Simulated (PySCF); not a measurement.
HSi, SMILES [SiH] (connectivity only; charge and spin as stated), charge +1, multiplicity 1. Geometry optimised at PBE-D3(BJ)/def2-TZVPD.

TDDFT-ωB97X/def2-TZVPD (PySCF) puts the lowest singlet excitations at 3.26, 3.26, 9.88, 10.23, 10.23, 10.77 eV and the lowest triplet (TDA) at 2.09 eV.

Problem. What are the lowest singlet roots from PySCF with EOM-CCSD/aug-cc-pVDZ? (Estimate from the structure and the level; the computed values follow.)

Solution. 3.43, 3.43, 7.99, 7.99, 8.89, 9.96 eV; triplets 0.00, 0.00, 2.22 eV. S1 differs by 0.17 eV (second minus first; roots are paired by order, and the bases may differ).
